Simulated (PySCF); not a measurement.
CH₇FO₂Si₂.

```xyz
13

O      1.6181     1.2772     1.0886
Si     0.6483     0.4838    -0.0153
O      1.2591    -1.0480    -0.2027
F      0.7497     1.3239    -1.4235
C     -1.1449     0.3128     0.4432
Si    -1.8920    -1.3972     0.0820
H      1.6195     2.2476     1.0237
H      2.2266    -1.1132    -0.2791
H     -1.2607     0.5199     1.5281
H     -1.7302     1.0824    -0.1025
H     -1.2758    -2.4424     0.9656
H     -3.3740    -1.3599     0.3545
H     -1.6896    -1.7710    -1.3592
```

Coordinates come from a PBE-D3(BJ)/def2-SVP optimisation. The structure was generated by enumeration, and PubChem lists no compound with its InChIKey, so it may never have been made. One conformer was computed; it need not be the lowest.

Level of theory: PBE0/pcSseg-1 run with PySCF. Non-relativistic, no solvent.

Computed absolute GIAO shielding of each atom: isotropic value and principal components (ppm):
| atom | σ(iso) | σ11 | σ22 | σ33 | span |
|---|---|---|---|---|---|
| O1 | 267.3 | 237.2 | 256.3 | 308.4 | 71.2 |
| Si2 | 380.5 | 345.2 | 376.0 | 420.2 | 75.0 |
| O3 | 269.8 | 236.6 | 258.7 | 314.1 | 77.5 |
| F4 | 299.9 | 251.3 | 268.0 | 380.4 | 129.1 |
| C5 | 193.9 | 184.0 | 192.7 | 205.0 | 21.0 |
| Si6 | 418.9 | 394.4 | 404.3 | 458.0 | 63.6 |
| H7 | 29.1 | 21.7 | 23.7 | 42.0 | 20.3 |
| H8 | 28.8 | 21.0 | 23.0 | 42.6 | 21.6 |
| H9 | 31.0 | 25.8 | 29.0 | 38.3 | 12.5 |
| H10 | 31.1 | 26.0 | 28.9 | 38.5 | 12.5 |
| H11 | 27.0 | 23.5 | 25.8 | 31.8 | 8.3 |
| H12 | 27.1 | 23.5 | 25.0 | 32.9 | 9.4 |
| H13 | 27.0 | 23.5 | 25.8 | 31.8 | 8.3 |
